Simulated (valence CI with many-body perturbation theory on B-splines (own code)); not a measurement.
La: electric-dipole lines

Calculated by configuration interaction combined with many-body perturbation theory (CI+MBPT): three valence electrons over a frozen Dirac-Fock core [Xe], a basis of 8 s, 8 p, 9 d, 9 f, 6 g, 3 h, 2 i functions for each j, with the one-electron correlation potential Σ1 (screened to all orders), the two-electron term Σ2, the three-electron term Σ3, Breit, model QED; selected single and double excitations, second order for the rest (own B-spline code, finite nucleus).

Set against measurement, 55 paired levels are off by 552 cm⁻¹ on average, the worst by 1451. These come from a selection out of the NIST Handbook of Basic Atomic Spectroscopic Data. Levels without a partner in it may be off by more, other configurations by several thousand cm⁻¹. 1 measured level below the end of the list, from 16538 cm⁻¹ on, found no clear computed partner.

Lines 1 to 50 of 173 in falling wavelength, among levels below 20606 cm⁻¹, chosen from the strongest by gf and those to the six lowest levels. Wavelengths and rates use the calculated energies, so an error of 600 cm⁻¹ moves a line at 1805 nm by 11 % and its rate by three times that or more. Electric multipoles are in the length gauge, E1 and E2 with the static RPA response of the core. Weak lines are less certain than strong ones. Lines between different terms over intervals too small for the method are left out, as are lines whose strength nearly cancels and 22 of this kind that miss the measured wavelength by over 7 %. Where a level lies close to another of its J and parity, the split of strength between their lines is uncertain. The highest levels of a list are the least certain.

Names give the largest LS component (configuration and term), which can be under half, so a name can repeat, a term be missing and a line seem to break the LS rules; names also repeat where a configuration has a term twice. Letters in brackets count levels of one name in rising energy.

| λ vac (nm) | λ from measured levels | Upper | Lower | A (s⁻¹) | S (a.u.) with core polarisation | S without |
| --- | --- | --- | --- | --- | --- | --- |
| 2160 |  | 5d2 6p 2F°_5/2 | 5d3 2G_7/2 | 3.47e+05 | 1.03e+01 | 1.12e+01 |
| 1805 | 1929 | 5d 6s 6p 2D°_5/2 | 5d2 6s 2D_3/2 | 9.10e+04 | 1.58e+00 | 1.82e+00 |
| 1482 | 1573 | 5d 6s 6p 4F°_5/2 | 5d2 6s 2D_3/2 | 1.26e+05 | 1.22e+00 | 1.41e+00 |
| 1407 | 1450 | 5d2 6p 4G°_5/2 [a] | 5d2 6s 2G_7/2 | 2.55e+05 | 2.10e+00 | 2.38e+00 |
| 1253 | 1252 | 5d2 6p 4G°_7/2 | 5d2 6s 2G_9/2 | 2.34e+05 | 1.81e+00 | 2.05e+00 |
| 1249 | 1252 | 5d2 6p 4G°_5/2 [b] | 5d2 6s 2G_7/2 | 6.43e+05 | 3.71e+00 | 4.19e+00 |
| 1222 | 1307 | 5d2 6p 4F°_3/2 | 5d3 4F_3/2 | 2.39e+06 | 8.60e+00 | 9.31e+00 |
| 1202 | 1248 | 5d 6s 6p 4D°_5/2 | 5d2 6s 4P_3/2 | 3.50e+05 | 1.80e+00 | 1.91e+00 |
| 1172 | 1189 | 5d2 6p 4G°_5/2 [a] | 5d2 6s 2D_3/2 | 2.89e+05 | 1.38e+00 | 1.30e+00 |
| 1172 | 1146 | 5d2 6p 4G°_7/2 | 5d2 6s 2D_5/2 | 2.03e+05 | 1.29e+00 | 1.21e+00 |
| 1149 | 1228 | 5d2 6p 4F°_9/2 | 5d3 4F_7/2 | 1.89e+05 | 1.41e+00 | 1.56e+00 |
| 1147 | 1188 | 5d 6s 6p 4D°_7/2 | 5d2 6s 4P_5/2 | 3.05e+05 | 1.82e+00 | 1.83e+00 |
| 1146 | 1222 | 4f 6s2 2F°_5/2 | 5d2 6s 2F_5/2 | 4.93e+05 | 2.20e+00 | 2.36e+00 |
| 1146 | 1152 | 5d 6s 6p 2F°_7/2 | 5d2 6s 2G_9/2 | 1.71e+06 | 1.02e+01 | 1.14e+01 |
| 1115 |  | 5d2 6p 2F°_7/2 | 5d2 6s 2F_7/2 | 4.33e+05 | 2.37e+00 | 2.50e+00 |
| 1106 |  | 5d2 6p 2F°_7/2 | 5d2 6s 4P_5/2 | 1.77e+05 | 9.43e-01 | 1.06e+00 |
| 1105 | 1161 | 5d 6s 6p 4P°_3/2 | 5d2 6s 2D_5/2 | 3.32e+05 | 8.86e-01 | 9.84e-01 |
| 1093 |  | 5d2 6p 2F°_5/2 | 5d3 4F_5/2 | 2.99e+05 | 1.16e+00 | 1.26e+00 |
| 1081 | 1114 | 5d 6s 6p 4P°_5/2 | 5d2 6s 2D_5/2 | 4.33e+05 | 1.62e+00 | 1.79e+00 |
| 1078 | 1062 | 5d 6s 6p 2F°_7/2 | 5d2 6s 2D_5/2 | 1.81e+06 | 8.95e+00 | 8.97e+00 |
| 1075 | 1096 | 5d2 6p 2D°_3/2 | 5d2 6s 2P_1/2 | 1.64e+06 | 4.02e+00 | 4.47e+00 |
| 1060 | 1053 | 5d2 6p 4G°_5/2 [b] | 5d2 6s 2D_3/2 | 1.34e+06 | 4.72e+00 | 4.86e+00 |
| 1027 | 1035 | 5d2 6p 2D°_5/2 | 5d2 6s 2P_3/2 | 2.25e+06 | 7.21e+00 | 7.83e+00 |
| 995.7 | 963.6 | 5d2 6p 4F°_5/2 | 5d2 6s 2G_7/2 | 4.53e+05 | 1.33e+00 | 1.45e+00 |
| 957.5 | 925.7 | 5d2 6p 4F°_7/2 | 5d2 6s 2G_7/2 | 6.47e+05 | 2.24e+00 | 2.55e+00 |
| 955.3 | 922.2 | 5d2 6p 4F°_7/2 | 5d2 6s 2G_9/2 | 3.64e+05 | 1.25e+00 | 1.38e+00 |
| 947.9 | 992.4 | 5d 6s 6p 4P°_1/2 | 5d2 6s 4P_3/2 | 3.70e+06 | 3.11e+00 | 3.37e+00 |
| 944.9 |  | 5d2 6p 2P°_3/2 | 5d2 6s 2P_3/2 | 6.76e+05 | 1.13e+00 | 1.21e+00 |
| 941.2 | 988.4 | 5d 6s 6p 4P°_3/2 | 5d2 6s 4P_5/2 | 1.37e+06 | 2.25e+00 | 2.43e+00 |
| 934.9 | 954.4 | 5d2 6p 2P°_1/2 | 5d2 6s 2P_3/2 | 4.10e+06 | 3.31e+00 | 3.58e+00 |
| 933.4 | 986.5 | 5d 6s 6p 2D°_5/2 | 5d2 6s 4F_7/2 | 3.48e+04 | 8.39e-02 | 9.45e-02 |
| 927.7 | 947.7 | 5d 6s 6p 2F°_7/2 | 5d2 6s 2F_7/2 | 3.14e+05 | 9.90e-01 | 1.13e+00 |
| 923.9 | 954.5 | 5d 6s 6p 4P°_5/2 | 5d2 6s 4P_5/2 | 2.53e+06 | 5.91e+00 | 6.45e+00 |
| 923.7 | 970.2 | 5d 6s 6p 4P°_3/2 | 5d2 6s 4P_3/2 | 5.53e+05 | 8.60e-01 | 9.32e-01 |
| 923.4 |  | 5d2 6p 2P°_3/2 | 5d2 6s 2D_5/2 | 3.97e+06 | 6.17e+00 | 6.72e+00 |
| 923.4 | 914.6 | 5d2 6p 2D°_5/2 | 5d2 6s 2D_3/2 | 4.58e+05 | 1.07e+00 | 1.27e+00 |
| 921.3 | 915.4 | 5d 6s 6p 2F°_7/2 | 5d2 6s 4P_5/2 | 4.22e+05 | 1.30e+00 | 1.29e+00 |
| 917.4 | 975.6 | 5d 6s 6p 4F°_3/2 | 5d2 6s 4F_5/2 | 1.12e+02 | 1.71e-04 | 8.79e-05 |
| 907.0 | 937.5 | 5d 6s 6p 4P°_5/2 | 5d2 6s 4P_3/2 | 1.21e+06 | 2.67e+00 | 2.95e+00 |
| 905.5 |  | 5d2 6p 2F°_5/2 | 5d2 6s 2G_7/2 | 6.59e+06 | 1.45e+01 | 1.60e+01 |
| 902.9 | 872.3 | 5d2 6p 4F°_9/2 | 5d2 6s 2G_9/2 | 1.49e+06 | 5.41e+00 | 6.15e+00 |
| 901.9 | 946.4 | 5d 6s 6p 4P°_3/2 | 5d2 6s 4P_1/2 | 1.88e+06 | 2.73e+00 | 2.98e+00 |
| 900.2 | 914.5 | 5d2 6p 4G°_5/2 [b] | 5d2 6s 2F_5/2 | 8.30e+05 | 1.79e+00 | 1.94e+00 |
| 894.1 | 941.5 | 5d 6s 6p 2D°_5/2 | 5d2 6s 4F_5/2 | 3.71e+05 | 7.86e-01 | 9.43e-01 |
| 889.5 | 944.1 | 5d 6s 6p 4F°_3/2 | 5d2 6s 4F_3/2 | 1.11e+06 | 1.54e+00 | 1.82e+00 |
| 885.1 | 896.0 | 5d2 6p 2D°_3/2 | 5d2 6s 2F_5/2 | 5.03e+06 | 6.89e+00 | 7.53e+00 |
| 880.5 |  | 5d2 6p 2P°_3/2 | 5d2 6s 2P_1/2 | 6.85e+05 | 9.23e-01 | 1.01e+00 |
| 871.8 | 896.6 | 5d2 6p 2P°_1/2 | 5d2 6s 2P_1/2 | 3.06e+06 | 2.00e+00 | 2.15e+00 |
| 870.9 | 882.8 | 5d2 6p 2D°_5/2 | 5d2 6s 2F_7/2 | 4.25e+06 | 8.32e+00 | 9.13e+00 |
| 867.6 | 912.2 | 5d 6s 6p 2D°_5/2 | 5d2 6s 4F_3/2 | 2.46e+05 | 4.77e-01 | 5.54e-01 |
